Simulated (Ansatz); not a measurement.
Scan of H2B (cation, charge +1), singlet: symmetric bend, bond length relaxed. Scanned: H-B-H angle. Other coordinates (B-H bond length) were minimised at B3LYP/def2-TZVP.

Computed with: RKS-PBE/cc-pVQZ = restricted PBE/cc-pVQZ (Ansatz, a program for electronic structure); RKS-CAM-B3LYP/cc-pVQZ = restricted CAM-B3LYP/cc-pVQZ (Ansatz); FCI/cc-pVQZ = Ansatz with full CI/cc-pVQZ, frozen core.

Energies relative to the lowest point of each profile, in kJ/mol; the last columns give the error against full CI:

```
a / °   RKS-PBE/cc-pVQZ  RKS-CAM-B3LYP/cc-pVQZ  FCI/cc-pVQZ  RKS-PBE/cc-pVQZ − FCI/cc-pVQZ  RKS-CAM-B3LYP/cc-pVQZ − FCI/cc-pVQZ
------  ---------------  ---------------------  -----------  -----------------------------  -----------------------------------
180                 0.0                    0.0          0.0                            0.0                                  0.0
170                 3.1                    3.2          3.1                            0.0                                  0.1
159.84             12.6                   13.0         12.8                           -0.3                                  0.2
150.47             27.1                   28.1         27.7                           -0.6                                  0.4
141.56             46.3                   48.0         47.4                           -1.1                                  0.6
128.16             85.4                   88.6         87.6                           -2.2                                  1.0
119.56            117.3                  121.9        120.6                           -3.3                                  1.3
109.33            163.1                  169.6        167.9                           -4.8                                  1.8
99.71             214.4                  223.2        221.0                           -6.6                                  2.2
92.31             259.9                  270.8        268.1                           -8.2                                  2.7
78.68             358.6                  374.2        370.2                          -11.6                                  3.9
70.32             429.4                  448.6        442.8                          -13.4                                  5.8
```

RKS-PBE/cc-pVQZ is furthest from FCI/cc-pVQZ at 70.32 (-13.4 kJ/mol, below); its mean absolute error over the points is 4.3 kJ/mol.

RKS-CAM-B3LYP/cc-pVQZ is furthest from FCI/cc-pVQZ at 70.32 (5.8 kJ/mol, above); its mean absolute error over the points is 1.7 kJ/mol.

The scan ran from 180.0 to 60.0; beyond the range shown the relaxed coordinates jump or full CI changes its symmetry label.
